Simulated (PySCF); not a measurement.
Give a GFN2-xTB geometry of `FC(F)=C(F)C1=C(F)C1`.

```
atom  x, y, z in Å
F1     1.0015   -2.9806    0.8997
C2     0.5689   -1.7363    0.8101
F3     0.3189   -1.2265    2.0073
C4     0.3933   -1.0491   -0.3279
F5     0.6764   -1.6564   -1.4964
C6    -0.0733    0.2859   -0.3909
C7    -0.4166    1.3606   -1.0502
F8    -0.5746    1.9837   -2.1891
C9    -0.5455    1.4896    0.4208
H10    0.1821    2.0675    0.9783
H11   -1.5257    1.4641    0.8821
```

Orientation and origin are arbitrary. Atoms count from 1 in this order. Of the pairs four or more bonds apart, F3···C9 is among the closest relative to their van der Waals radii: 3.26 Å, 103 % of the sum of Bondi's values. The 9 heavy atoms lie in one plane (0.002 Å rms). The 5 C–C bonds span 1.307 Å (C6=C7, drawn double) to 1.527 Å (C6–C9, drawn single), a spread of 0.220 Å. The 4 C–F bonds span 1.308 Å (C7–F8, drawn single) to 1.347 Å (C4–F5, drawn single), a spread of 0.039 Å.

Bonds between heavy atoms (Å): F1–C2 1.320, C2–F3 1.325, C2=C4 1.341, C4–F5 1.347, C4–C6 1.416, C6=C7 1.307, C7–F8 1.308, C7–C9 1.482, C6–C9 1.527.

Structure optimised with GFN2-xTB, isolated species.

Point group: Cs (tolerance 0.08 Å). Not checked by GFN2-xTB frequencies. One conformer, not necessarily the lowest (C2–C4–C6–C7 180°).

All values are computed, not measured.
